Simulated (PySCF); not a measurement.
Vertical excitations of a molecule C₆H₆O from TDA-B3LYP/def2-SVPD (PySCF), as energy in eV (oscillator strength): 3.83 (0.059), 5.02 (0.000), 5.64 (0.003), 5.68 (0.022), 6.18 (0.005), 6.39 (0.160), 6.46 (0.035), 6.82 (0.217), 6.92 (0.021), 7.06 (0.017). Lowest triplet (TDA): 2.49 eV. Geometry: PBE-D3(BJ)/def2-SVP. The values are those of a single conformer.

Problem. Which molecule gave these data?
A) C=C=C1CC(=O)C1
B) C#CC=C=COC
C) C1=CC=COC=C1
D) C#C/C=C\CC=O

Solution. C, C1=CC=COC=C1
